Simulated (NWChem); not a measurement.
Species: AlNH2BrCl; SMILES [Al]([Cl])([Br])[NH2]

```xyz
6

Al    -0.4335     0.5640     0.0000
Cl     0.8975     2.1940     0.0000
Br     0.3629    -1.5496     0.0000
N     -2.1711     0.8601     0.0000
H     -2.8749     0.1325     0.0000
H     -2.5919     1.7809     0.0000
```
Atoms are numbered in this order, from 1.

All runs: NWChem. The geometry was optimised at B3LYP/6-31G* (spherical d). Vzz is the largest principal value of the second derivative of the potential at the nucleus (NWChem prints the opposite sign); η is the asymmetry. Non-relativistic.

Problem. Predict the results for CAM-B3LYP/def2-TZVP. Quantities: Vzz Al1 (a.u.); η Al1; Vzz Cl2 (a.u.); η Cl2; Vzz Br3 (a.u.); η Br3; Vzz N4 (a.u.); η N4.

Solution. 
```yaml
Vzz Al1 (a.u.): 0.836
"η Al1": 0.72
Vzz Cl2 (a.u.): 1.476
"η Cl2": 0.25
Vzz Br3 (a.u.): 3.145
"η Br3": 0.20
Vzz N4 (a.u.): -0.739
"η N4": 0.55
```
